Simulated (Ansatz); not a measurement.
A nudged elastic band was laid between two geometries of GaH$_{5}$O$_{2}$S (9 atoms, charge 0, multiplicity 1).

Theory: UKS PBE0/def2-SVP in Ansatz.

* movable images: 5
* climbing image: yes
* spring: 5.0 eV/Å²
* optimiser: quadratic models (default)
* start path: through a guess of the saddle point
* force threshold: 0.03 eV/Å
* iteration limit: 60
* end points: relaxed

Image 0:

```xyz
9
Properties=species:S:1:pos:R:3
Ga -0.663 -0.935 -0.343
S 1.505 -1.126 0.324
H -0.833 -1.042 -1.898
H -1.730 -1.212 0.760
H 1.036 1.026 0.580
O 0.406 1.793 0.511
O -0.577 1.245 -0.342
H 1.221 -1.364 1.623
H -0.364 1.615 -1.214
```

Image 6:

```xyz
9
Properties=species:S:1:pos:R:3
Ga -1.002 -0.833 -0.261
S 1.511 -1.019 0.401
H -0.837 -1.193 -1.773
H -1.815 -1.557 0.860
H 1.428 0.276 -0.063
O -0.885 0.978 0.162
O 0.165 1.534 -0.642
H 1.305 -0.646 1.682
H 0.130 2.460 -0.366
```

Which bonds break or form, and what moves?

Bonds broken: H5–O6. Bonds formed: Ga1–O6, S2–H5.

Give the energies along the band, and the barrier.

It converged. The highest image is number 4 of 0 to 6, 74.2 kJ/mol above the first end and 21.4 kJ/mol above the last; the last end lies 52.8 kJ/mol above the first. The profile has 2 maxima (images 2, 4) with wells between them (image 3): this band takes more than one step, which may be the mechanism or a detour left from its start path. A vibrational analysis at the climbing image gives one clearly imaginary mode, 324i cm⁻¹: a first-order saddle point. The orbitals stay closed-shell, which can raise the energy where a bond breaks towards radicals; this wasn't checked here.

```csv
image,path coordinate (Å),energy (kJ/mol),H5–O6 (Å),Ga1–O6 (Å),S2–H5 (Å)
0,0.00,0.0,0.99,3.05,2.22
1,0.89,29.2,0.98,2.88,2.32
2,1.78,31.4,0.99,2.36,2.39
3,2.66,16.2,0.99,2.19,2.37
4,3.55,74.2,1.52,1.93,1.47
5,4.43,60.3,2.39,1.85,1.36
6,5.32,52.8,2.43,1.86,1.38
```

What is the geometry of the highest image?


```xyz
9
Properties=species:S:1:pos:R:3
Ga -0.795 -0.806 -0.222
S 1.624 -1.112 0.489
H -0.862 -1.137 -1.740
H -1.644 -1.309 0.989
H 1.096 0.257 0.421
O -0.201 1.001 0.130
O -0.120 1.743 -1.084
H 1.349 -1.239 1.806
H -0.447 2.603 -0.787
```

Time of the run: 4.7 min on 4 threads of Arm Neoverse N1, on a shared host, peak memory 0.36 GiB.
